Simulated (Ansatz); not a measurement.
Task: Name a neutral molecule of F, Si with size of the dipole moment (PBE/def2-TZVPP) between 0.00 and 0.30 D and size of the dipole moment (ωB97M-V/def2-TZVPP) between 0.00 and 0.30 D (Ansatz, PBE0-D4/def2-TZVP geometry).

Result: `F[Si](F)(F)[Si](F)(F)F` (0.00 D, 0.00 D); `F[Si](F)(F)F` (0.00 D, 0.00 D). Other molecules can fit too; these were computed, each in one conformer that needn't be the lowest.
